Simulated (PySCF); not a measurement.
Compound: C4H3FN2.
Numbering: `[F:1][c:2]1[cH:3][n:4][cH:5][cH:6][n:7]1` (hydrogens: H8 on C3; H9 on C5; H10 on C6)

Computed with core-valence-separated Tamm–Dancoff BHandHLYP/aug-pcX-1 (pcseg-1 on H) in PySCF, non-relativistic, gas phase, PBE0-D3(BJ)/def2-SVP geometry. BHandHLYP without relativity tends to put these K edges a few eV too low, so spacings mean more than positions.

(1) Give energies, oscillator strengths and core holes at the N K edge.

(2) List the carbon K-edge absorption lines.

(3) List the fluorine K-edge absorption lines.

Answers

(1) 
| E (eV) | f | core hole on | main final orbital | polarisation |
| --- | --- | --- | --- | --- |
| 396.15 | 0.0639 | N4 | LUMO (82 %) | out of plane |
| 396.51 | 0.0592 | N7 | LUMO (81 %) | out of plane |
| 399.90 | 0.0001 | N7 | LUMO+1 (94 %) | – |
| 400.06 | 0.0003 | N4 | LUMO+1 (93 %) | – |
| 401.89 | 0.0007 | N4 | LUMO+2 (58 %) | – |
| 401.92 | 0.0007 | N7 | LUMO+2 (50 %) | – |
| 402.50 | 0.0001 | N7 | LUMO+3 (39 %) | – |
| 402.65 | 0.0004 | N4 | LUMO+3 (56 %) | – |
| 402.90 | 0.0041 | N7 | LUMO+4 (37 %) | in plane |
| 402.95 | 0.0020 | N4 | LUMO+4 (61 %) | in plane |
| 403.07 | 0.0009 | N4 | LUMO+6 (85 %) | – |

The first line with a tenth or more of the strongest one's intensity is at 396.15 eV (f = 0.064), with the hole on N4 (pyridine-type nitrogen), polarised out of plane: a 1s→π* resonance. It is also the strongest listed.

(2) 
```
E (eV)       f  core hole on          main final orbital  polarisation
283.29  0.0567            C6                 LUMO (54 %)  out of plane
283.35  0.0548            C3                 LUMO (69 %)  out of plane
283.49  0.0721            C5               LUMO+1 (68 %)  out of plane
285.08  0.0023            C5                 LUMO (82 %)  out of plane
285.47  0.0743            C2               LUMO+1 (64 %)  out of plane
285.78  0.0059            C3               LUMO+1 (72 %)  out of plane
285.79  0.0010            C6               LUMO+1 (61 %)  out of plane
287.10  0.0183            C5               LUMO+2 (73 %)      in plane
287.33  0.0211            C6               LUMO+2 (67 %)      in plane
287.45  0.0031            C2                 LUMO (79 %)  out of plane
287.50  0.0196            C3               LUMO+3 (60 %)      in plane
288.45  0.0031            C5               LUMO+7 (32 %)      in plane
288.59  0.0068            C3                      spread      in plane
288.66  0.0044       C5 + C6  LUMO+3 (2 roots, f summed)      in plane
288.76  0.0044            C5               LUMO+6 (80 %)  out of plane
288.89  0.0003            C3               LUMO+2 (35 %)             –
288.95  0.0011            C6               LUMO+4 (65 %)      in plane
288.99  0.0067            C6               LUMO+6 (76 %)  out of plane
```

The first line with a tenth or more of the strongest one's intensity is at 283.29 eV (f = 0.057), with the hole on C6 (aromatic CH next to a ring nitrogen), polarised out of plane: a 1s→π* resonance. The strongest listed is at 285.47 eV (f = 0.074; C2, 1s→π*).

(3) 
```csv
E (eV),f,core hole on,main final orbital,polarisation
685.70,0.0084,F1,LUMO (50 %),out of plane
686.52,0.0019,F1,LUMO (49 %),out of plane
687.06,0.0177,F1,spread,in plane
688.10,0.0224,F1,spread,in plane
688.75,0.0023,F1,LUMO+3 (34 %),in plane
688.95,0.0043,F1,LUMO+2 (52 %),in plane
689.04,0.0019,F1,LUMO+6 (68 %),out of plane
```

The first line with a tenth or more of the strongest one's intensity is at 685.70 eV (f = 0.008), with the hole on F1 (aryl fluorine), polarised out of plane. The strongest listed is at 688.10 eV (f = 0.022; F1).

Roots within 0.03 eV whose holes lie on the same, on equivalent or on shared atoms are summed into one line, and the highest roots are left out, as the search may have cut off their partners. Final orbitals are the ground state's empty Kohn–Sham orbitals. A dash: too weak, shared between unlike atoms, or no plane or axis to refer to.

What length of transition dipole belongs to the line at 396.15 eV?

From f = (2/3) ΔE |μ|² in atomic units, with ΔE = 14.558 Eh and f = 0.0639: |μ| = 0.081 au = 0.21 D.

Only the lowest roots of each edge were sought.

Cost: about 60 s of CPU time on one thread; the machine was shared, so the figure is rough.
